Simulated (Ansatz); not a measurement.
Dissociation curve of SMILES [BeH2] (H₂Be). The Be1–H3 bond (Be1 also carries H; H3 carries nothing else) is varied alone, starting from the PBE0/def2-TZVP optimised geometry.

Levels of theory: RKS-PBE0 = restricted PBE0/def2-SVP run with Ansatz (a first-principles code); RKS-PBE = restricted PBE/def2-SVP (Ansatz); UCCSD(T) = Ansatz with CCSD(T) on UHF/def2-SVP, frozen core; RKS-CAM-B3LYP = restricted CAM-B3LYP/def2-SVP (Ansatz); UKS-PBE0 = unrestricted PBE0/def2-SVP (Ansatz); UKS-PBE = unrestricted PBE/def2-SVP run with Ansatz; UKS-CAM-B3LYP = unrestricted CAM-B3LYP/def2-SVP (Ansatz); FCI = full CI/def2-SVP, frozen core (Ansatz).

Cost and accuracy over the 22 points of the scan, with FCI as yardstick. Costs are rough ratios of core time within Ansatz on shared cores, each with its mean field (Kohn-Sham runs search longer for lower solutions than correlated ones do); the miss is the largest error against full CI of the curve after the mean shift, in kcal/mol.

| level | relative cost | largest error |
|---|---|---|
| RKS-PBE0 | 1 | 36.8 |
| RKS-PBE | 1 | 25.3 |
| UCCSD(T) | 1 | 0.8 |
| RKS-CAM-B3LYP | 1 | 46.4 |
| UKS-PBE0 | 2 | 4.6 |
| UKS-PBE | 2 | 2.8 |
| UKS-CAM-B3LYP | 2 | 6.1 |

Costs within a factor of two of each other count as equal.

The restricted form behind RKS-PBE0, RKS-PBE, RKS-CAM-B3LYP keeps the bonding electrons paired and can't separate into open-shell fragments. The unrestricted determinant behind UCCSD(T) is spin-contaminated at 2.18 to 4.72 Å (<S²> up to 1.0, against 0.00 for a pure singlet). The unrestricted determinant behind UKS-PBE0, UKS-PBE, UKS-CAM-B3LYP is spin-contaminated at 2.69 to 4.72 Å (<S²> up to 1.0, against 0.00 for a pure singlet).
